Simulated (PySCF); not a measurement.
Isomers of C4H4F4, one GFN2-xTB conformer each. Single-point energies are computed at PBE0/pcSseg-1 (PySCF, gas phase, no added dispersion term), electronic only.

```
                 SMILES  GFN2-xTB relative energy (kJ/mol)
          FC(F)=CCC(F)F                               24.6
F[C@@H]1C[C@H](F)C1(F)F                               22.4
    C[C@H](F)C(F)=C(F)F                               62.4
        FC/C=C/C(F)(F)F                               25.0
      C/C(F)=C\C(F)(F)F                                0.0
      FC[C@H](F)C=C(F)F                               52.9
        FC/C=C(/F)C(F)F                               52.4
        FC/C=C(\F)C(F)F                               55.1
```

Conformers: `[F:1][C:2]([F:3])=[CH:4][CH2:5][CH:6]([F:7])[F:8]` with C2–C4–C5–C6 -118°, C4–C5–C6–F7 -179°; `[F:1][C@@H:2]1[CH2:3][C@H:4]([F:5])[C:6]1([F:7])[F:8]` with F1–C2–C3–C4 -130°, C2–C3–C4–F5 130°, C3–C4–C6–F7 106°, F1–C2–C6–C4 130°; `[CH3:1][C@H:2]([F:3])[C:4]([F:5])=[C:6]([F:7])[F:8]` with C1–C2–C4–F5 -108°; `[F:1][CH2:2]/[CH:3]=[CH:4]/[C:5]([F:6])([F:7])[F:8]` with F1–C2–C3–C4 0°; `[F:1][CH2:2][C@H:3]([F:4])[CH:5]=[C:6]([F:7])[F:8]` with F1–C2–C3–F4 -172°, C2–C3–C5–C6 66°; `[F:1][CH2:2]/[CH:3]=[C:4](/[F:5])[CH:6]([F:7])[F:8]` with F1–C2–C3–C4 179°, C3–C4–C6–F7 58°; `[F:1][CH2:2]/[CH:3]=[C:4](\[F:5])[CH:6]([F:7])[F:8]` with F1–C2–C3–C4 -174°, C3–C4–C6–F7 59°.

**Question.** What does PBE0/pcSseg-1 give for the same structures?

**Answer.** 
```csv
SMILES,PBE0/pcSseg-1 E (Eh),PBE0/pcSseg-1 (kJ/mol),GFN2-xTB (kJ/mol),point group
C/C(F)=C\C(F)(F)F,-553.59062,0.0,0.0,near Cs
FC/C=C/C(F)(F)F,-553.58268,20.9,25.0,Cs
FC(F)=CCC(F)F,-553.57409,43.4,24.6,C1
F[C@@H]1C[C@H](F)C1(F)F,-553.56208,75.0,22.4,Cs
FC/C=C(\F)C(F)F,-553.55390,96.4,55.1,near Cs
FC[C@H](F)C=C(F)F,-553.55250,100.1,52.9,C1
FC/C=C(/F)C(F)F,-553.55160,102.5,52.4,Cs
C[C@H](F)C(F)=C(F)F,-553.54643,116.0,62.4,C1
```

Both levels put the same isomer lowest; measured from each level's own lowest isomer, the values differ by up to 53.6 kJ/mol (C[C@H](F)C(F)=C(F)F: 62.4 against 116.0). Neighbours under 10 kJ/mol apart (FC/C=C(\F)C(F)F and FC[C@H](F)C=C(F)F; FC[C@H](F)C=C(F)F and FC/C=C(/F)C(F)F) can change places with a better method, another conformer or zero-point energy. FC/C=C(\F)C(F)F and FC/C=C(/F)C(F)F are stereoisomers, 6.1 kJ/mol apart in the conformers taken.

**Question.** Which frontier levels, dipoles and rotational constants go with these structures?

**Answer.** 
```json
{"SMILES": "C/C(F)=C\\C(F)(F)F", "HOMO (eV, PBE0/pcSseg-1)": "-8.16", "LUMO (eV)": "-0.63", "dipole (D)": "1.80", "A, B, C (MHz)": "3693, 1293, 1156"}
{"SMILES": "FC/C=C/C(F)(F)F", "HOMO (eV, PBE0/pcSseg-1)": "-8.57", "LUMO (eV)": "-0.78", "dipole (D)": "2.92", "A, B, C (MHz)": "4288, 974.6, 926.7"}
{"SMILES": "FC(F)=CCC(F)F", "HOMO (eV, PBE0/pcSseg-1)": "-7.84", "LUMO (eV)": "0.24", "dipole (D)": "0.76", "A, B, C (MHz)": "4714, 882.7, 777.6"}
{"SMILES": "F[C@@H]1C[C@H](F)C1(F)F", "HOMO (eV, PBE0/pcSseg-1)": "-9.10", "LUMO (eV)": "0.35", "dipole (D)": "3.17", "A, B, C (MHz)": "2524, 1965, 1529"}
{"SMILES": "FC/C=C(\\F)C(F)F", "HOMO (eV, PBE0/pcSseg-1)": "-8.05", "LUMO (eV)": "-0.80", "dipole (D)": "1.67", "A, B, C (MHz)": "3286, 1030, 915.4"}
{"SMILES": "FC[C@H](F)C=C(F)F", "HOMO (eV, PBE0/pcSseg-1)": "-8.01", "LUMO (eV)": "-0.26", "dipole (D)": "0.84", "A, B, C (MHz)": "2901, 1296, 1110"}
{"SMILES": "FC/C=C(/F)C(F)F", "HOMO (eV, PBE0/pcSseg-1)": "-7.98", "LUMO (eV)": "-0.90", "dipole (D)": "1.23", "A, B, C (MHz)": "2548, 1360, 1057"}
{"SMILES": "C[C@H](F)C(F)=C(F)F", "HOMO (eV, PBE0/pcSseg-1)": "-7.56", "LUMO (eV)": "0.12", "dipole (D)": "2.01", "A, B, C (MHz)": "2741, 1581, 1240"}
```
